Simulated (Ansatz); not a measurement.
Process, species as SMILES: Br[Si]Br (closed-shell singlet) → 2 Br atom + Si atom
B3LYP-D3(BJ)/def2-TZVP geometries, fixed; electronic energies without zero-point terms.

Basis-set convergence of the atomisation energy at B3LYP with Ansatz (an electronic-structure program). All functions are spherical. The program fits the integrals of some runs and decomposes those of others, by size. Open shells are unrestricted. No added dispersion term, no relativity. Functions are those of the species that has most. Reference: the value in aug-cc-pV(5+d)Z, 173.50 kcal/mol, itself unsure by roughly 0.16 kcal/mol (its mean distance from pcseg-4, aug-pcseg-3, aug-cc-pV(Q+d)Z). Deviations are taken from unrounded values.

```json
[
 {"basis": "pcseg-1", "functions": "72", "atomisation energy (kcal/mol)": "168.61"},
 {"basis": "aug-pcseg-1", "functions": "99", "atomisation energy (kcal/mol)": "169.16"},
 {"basis": "cc-pV(D+d)Z", "functions": "77", "atomisation energy (kcal/mol)": "171.26"},
 {"basis": "aug-cc-pV(D+d)Z", "functions": "104", "atomisation energy (kcal/mol)": "170.93"},
 {"basis": "def2-SVP", "functions": "82", "atomisation energy (kcal/mol)": "171.58"},
 {"basis": "def2-SVPD", "functions": "106", "atomisation energy (kcal/mol)": "171.45"},
 {"basis": "pcseg-2", "functions": "120", "atomisation energy (kcal/mol)": "171.80"},
 {"basis": "aug-pcseg-2", "functions": "168", "atomisation energy (kcal/mol)": "172.90"},
 {"basis": "cc-pV(T+d)Z", "functions": "125", "atomisation energy (kcal/mol)": "173.23"},
 {"basis": "aug-cc-pV(T+d)Z", "functions": "173", "atomisation energy (kcal/mol)": "173.13"},
 {"basis": "def2-TZVP", "functions": "133", "atomisation energy (kcal/mol)": "173.30"},
 {"basis": "def2-TZVPD", "functions": "157", "atomisation energy (kcal/mol)": "173.43"},
 {"basis": "def2-TZVPP", "functions": "138", "atomisation energy (kcal/mol)": "173.37"},
 {"basis": "def2-TZVPPD", "functions": "162", "atomisation energy (kcal/mol)": "173.50"},
 {"basis": "cc-pV(Q+d)Z", "functions": "200", "atomisation energy (kcal/mol)": "173.37"},
 {"basis": "aug-cc-pV(Q+d)Z", "functions": "275", "atomisation energy (kcal/mol)": "173.43"},
 {"basis": "pcseg-3", "functions": "200", "atomisation energy (kcal/mol)": "173.26"},
 {"basis": "aug-pcseg-3", "functions": "275", "atomisation energy (kcal/mol)": "173.32"},
 {"basis": "def2-QZVPP", "functions": "248", "atomisation energy (kcal/mol)": "173.38"},
 {"basis": "def2-QZVPPD", "functions": "272", "atomisation energy (kcal/mol)": "173.37"},
 {"basis": "cc-pV(5+d)Z", "functions": "308", "atomisation energy (kcal/mol)": "173.42"},
 {"basis": "aug-cc-pV(5+d)Z", "functions": "416", "atomisation energy (kcal/mol)": "173.50"}
]
```

What the diffuse functions change, pair by pair:
- pcseg-1 to aug-pcseg-1: 27 more functions, deviation -4.89 to -4.33 kcal/mol
- cc-pV(D+d)Z to aug-cc-pV(D+d)Z: 27 more functions, deviation -2.24 to -2.56 kcal/mol
- def2-SVP to def2-SVPD: 24 more functions, deviation -1.92 to -2.05 kcal/mol
- pcseg-2 to aug-pcseg-2: 48 more functions, deviation -1.69 to -0.60 kcal/mol
- cc-pV(T+d)Z to aug-cc-pV(T+d)Z: 48 more functions, deviation -0.27 to -0.36 kcal/mol
- def2-TZVP to def2-TZVPD: 24 more functions, deviation -0.20 to -0.06 kcal/mol
- def2-TZVPP to def2-TZVPPD: 24 more functions, deviation -0.13 to 0.00 kcal/mol
- cc-pV(Q+d)Z to aug-cc-pV(Q+d)Z: 75 more functions, deviation -0.12 to -0.07 kcal/mol
- pcseg-3 to aug-pcseg-3: 75 more functions, deviation -0.24 to -0.18 kcal/mol
- def2-QZVPP to def2-QZVPPD: 24 more functions, deviation -0.12 to -0.13 kcal/mol
- cc-pV(5+d)Z to aug-cc-pV(5+d)Z: 108 more functions, deviation -0.08 to 0.00 kcal/mol

Leaving out the reference's own pair, they bring the value nearer the reference by more than 0.16 kcal/mol in 2 of 10 pairs.
